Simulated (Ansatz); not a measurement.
# Loss of CH4: GaH(CH3)2(SH2) → GaH(CH3)(SH) + CH4

Species: GaH(CH3)2(SH2), singlet; GaH(CH3)(SH), singlet; CH4 (methane) `C`, singlet. 

Shapes, held fixed at every level: PBE0-D4/def2-TZVP. Flexible molecules stand in one conformer, not always the lowest. Programs: Ansatz 0.2.0. The zero-point and thermal change to 298 K, harmonic and unscaled (PBE0-D4/def2-TZVP), is +2.9 kJ/mol.

| level | kind | ΔH(298 K) (kJ/mol) | less CCSD(T)/def2-TZVPP | CPU time (sum over the molecules) |
| --- | --- | --- | --- | --- |
| SPW92/def2-TZVPP | LDA | -61.0 | +17.1 | 17 s |
| PBE-D4/def2-TZVPP | GGA | -79.7 | -1.6 | 30 s |
| r2SCAN-D4/def2-TZVPP | meta-GGA | -83.3 | -5.2 | 49 s |
| B3LYP-D4/def2-TZVPP | global hybrid | -85.8 | -7.7 | 56 s |
| PBE0-D4/def2-TZVPP | global hybrid | -80.9 | -2.8 | 36 s |
| wB97M-V/def2-TZVPP | range-separated hybrid | -80.7 | -2.6 | 2.1 min |
| CCSD(T)/def2-SVP | coupled cluster or CI | -82.3 | -4.2 | 59 s |
| CCSD(T)/def2-TZVPP | coupled cluster or CI | -78.1 | 0.0 | 18 min |

The highest level, CCSD(T)/def2-TZVPP, gives ΔH(298 K) = -78.1 kJ/mol; the levels span -85.8 to -61.0. The column of differences is taken from that level and isn't an error. No measured value is set beside it here. Relativity is left out for Ga unless named. Correlated rows may include outer-core shells of Ga, which these sets cover unevenly. Times are processor times on shared x86 and Arm servers, and rough.
